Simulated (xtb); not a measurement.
Sb(H)(OH)2 (H3O2Sb), SMILES [OH][SbH][OH]. All values are semi-empirical tight-binding results from xtb (GFN2-xTB unless named), good for trends rather than for accurate numbers. The structure is a stationary point at GFN2-xTB. One conformer was computed; it need not be the lowest.

For metal compounds this method's bond lengths and energies can be far off.

* **orbital gap**: 5.09 eV
* **zero-point energy**: 19.4 kcal/mol
* **G − E(el) at 298.15 K (modified RRHO)**: 1.2 kcal/mol
